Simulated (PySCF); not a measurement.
F2Zn, charge -1, multiplicity 2. Atoms are numbered in the order given.

```xyz
3

Zn     0.0000     0.0000     0.3572
F      0.0000    -1.6178    -0.5953
F      0.0000     1.6178    -0.5953
```
Charge -1, spin multiplicity 2.

Geometry optimised at PBE0-D3(BJ)/def2-SVPD. The spin state was assumed, not searched. The isomer is the one that the SMILES or the coordinates give; other isomers of the formula were not compared.

These are PBE/def2-TZVPD (PySCF) values and carry that method's errors.

Isolated molecule, no solvent. A positive occupied level means that this level leaves the electron formally unbound; only the finite basis holds it.

total energy: -1978.81814 hartree
point group: C2v
α spin, highest occupied and lowest empty level: 0.86 and 3.00 eV
β spin, highest occupied and lowest empty level: -2.06 and 1.84 eV
dipole moment about the centre of nuclear charge: 0.90 D
mean static polarisability: 73.6 bohr³ (10.91 Å³)
polarisability, principal values: 72.8, 72.9, 75.1 bohr³
⟨S²⟩: 0.752 (pure state 0.75)
